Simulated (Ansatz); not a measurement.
ClFGaH (`[F][GaH][Cl]`). Total charge 0; spin multiplicity 1. The geometry is a stationary point of PBE0-D4/def2-TZVP.

```xyz
4

F    -1.717    0.115    0.082
Ga    0.025    0.154    0.026
Cl    0.899   -1.745   -0.338
H     0.793    1.475    0.231
```

Task: What is the dipole moment at B3LYP/def2-TZVPP? (Estimate.)

Result: The calculation gave: 2.11 D, with components (1.50, 1.48, 0.21) D in this frame, pointing from negative to positive charge.

Task: And with PBE, r2SCAN, ωB97M-V? (Estimate.)

Result: Ansatz gave: PBE 1.98 D, r2SCAN 2.06 D, ωB97M-V 2.12 D.

Task: Give the Mulliken charges with B3LYP, r2SCAN, PBE in def2-TZVPP. (Best estimate.)

Result: The calculation gave: 
```
atom  B3LYP  r2SCAN    PBE
  F1  -0.37   -0.36  -0.32
 Ga2   0.62    0.64   0.54
 Cl3  -0.24   -0.25  -0.22
  H4  -0.01   -0.02   0.00
```

B3LYP here is the variant with VWN-RPA as its local correlation; programs differ in this.
